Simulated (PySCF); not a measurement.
Al(H)(Me)(Et) (C3H9Al), SMILES [CH2]([AlH][CH3])C.

Coordinates come from a r2SCAN-D4/def2-SVP optimisation. The structure was generated by enumeration; whether it is a known compound was not checked. One conformer was computed; it need not be the lowest.

Method: TDDFT-PBE/def2-SVPD in PySCF.

Vertical excitations. Isolated molecule, no solvent.

Computed excitation energies, oscillator strengths and character:
```csv
state,energy (eV),λ (nm),f,main pairs
S1,4.52,274,0.000,HOMO→LUMO 100 %
S2,5.07,245,0.002,HOMO−1→LUMO 100 %
S3,5.74,216,0.034,HOMO→LUMO+1 98 %
S4,6.28,198,0.004,"HOMO−1→LUMO+1 68 %, HOMO→LUMO+2 30 %"
S5,6.38,194,0.023,"HOMO→LUMO+2 66 %, HOMO−1→LUMO+1 29 %"
S6,6.51,190,0.007,HOMO−2→LUMO 95 %
S7,6.90,180,0.089,HOMO−1→LUMO+2 94 %
S8,7.02,177,0.007,HOMO−3→LUMO 93 %
S9,7.16,173,0.171,HOMO→LUMO+3 83 %
S10,7.38,168,0.017,HOMO→LUMO+4 88 %
T1,4.24,292,0,HOMO→LUMO 99 %
T2,4.70,264,0,HOMO−1→LUMO 99 %
T3,5.49,226,0,HOMO→LUMO+1 99 %
T4,5.98,207,0,HOMO−1→LUMO+1 97 %
```
Triplets are in the Tamm–Dancoff approximation, which puts them higher than full response would, so one can lie above its singlet here.
